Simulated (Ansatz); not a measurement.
Consider the ligand exchange at the Al–N bond: `C=C([SiH3])[NH][AlH2]` + `N=CS` → `[AlH2]/[N]=C\S` + `C=C(N)[SiH3]`.

Isolated molecules relaxed with PBE0-D4/def2-TZVP in Ansatz; ΔE leaves out vibrations. CCSD(T)/CBS adds triple-zeta CCSD(T) − MP2 to the extrapolated MP2 energy (def2 sets, frozen cores). This one scheme is used for every species. DFT in def2-TZVPP. B3LYP here is the variant with VWN-RPA as its local correlation; programs differ in this. One conformer a species, not always the lowest.

**Question.** Is it downhill or uphill in electronic energy at CCSD(T)/CBS, and by how much? (Best estimate.)

**Answer.** The calculation gave: Uphill: ΔE = +10.5 kJ/mol.

**Question.** What do these levels give: PBE-D4, B3LYP-D4, ωB97X-V, ωB97M-V, B2PLYP, PBE0, B3LYP, HF/def2-TZVPP, SCS-MP2/def2-TZVPP, CCSD(T)/def2-TZVPP, MP2/def2-QZVPP, HF/CBS(def2)? (Best estimate.)

**Answer.** Computed: PBE-D4 3.8, B3LYP-D4 2.8, ωB97X-V 8.8, ωB97M-V 8.6, B2PLYP 2.6, PBE0 2.9, B3LYP -2.5, HF/def2-TZVPP 0.0, SCS-MP2/def2-TZVPP 10.2, CCSD(T)/def2-TZVPP 12.4, MP2/def2-QZVPP 9.1, HF/CBS(def2) -0.5 kJ/mol.

Largest T1 diagnostic among the species: 0.015.

The D4 term adds +5.3 kJ/mol with B3LYP and +2.9 kJ/mol with PBE0; it sums over pairs of atoms, weighted by their polarisabilities, and B3LYP, whose exchange is more repulsive, gets the larger term. In def2-TZVPP, CCSD(T) changes the Hartree–Fock value by +12.4 kJ/mol (the triples alone add +1.1 kJ/mol) and MP2 by +10.3 kJ/mol.
